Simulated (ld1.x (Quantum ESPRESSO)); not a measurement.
# Reading a pseudo-wave (platinum (Pt))

Columns: radius, all-electron u(r) and pseudo u(r) of the 5d shell (level -25.88 eV) of platinum in the configuration [Kr] 4d10 4f14 5s2 5p6 5d8 6s0 6p0; PBE, scalar-relativistic, ultrasoft scheme, ld1.x (Quantum ESPRESSO) 7.5.

```tsv
r (bohr)	all-electron	pseudo
0.078	0.2411	0.0015
0.155	0.1784	0.0117
0.232	-0.1589	0.0376
0.310	-0.3852	0.0844
0.388	-0.4050	0.1532
0.465	-0.2795	0.2401
0.542	-0.0847	0.3406
0.620	0.1290	0.4489
0.698	0.3279	0.5554
0.775	0.4954	0.6513
0.852	0.6295	0.7324
0.930	0.7320	0.7962
1.008	0.8042	0.8411
1.085	0.8499	0.8684
1.162	0.8746	0.8817
1.240	0.8827	0.8841
1.318	0.8773	0.8773
1.395	0.8621	0.8621
1.472	0.8394	0.8394
1.550	0.8110	0.8110
1.628	0.7788	0.7788
1.705	0.7445	0.7445
1.782	0.7088	0.7088
1.860	0.6720	0.6720
1.938	0.6352	0.6352
2.015	0.5992	0.5992
```

Task: How many radial nodes do the two functions have?

Result: The all-electron 5d function has n − l − 1 = 2; the pseudo-wave has 0, since the states of the same l below it are removed with the core.

Task: At about which radius was the pseudo-wave matched?

Result: 1.35 bohr, where the columns begin to agree (steps of 0.08 bohr).

Task: Is the pseudo-wave norm-conserving?

Result: No, it belongs to an ultrasoft set: the norm inside the radius is not constrained, and the difference is carried by the augmentation charge.
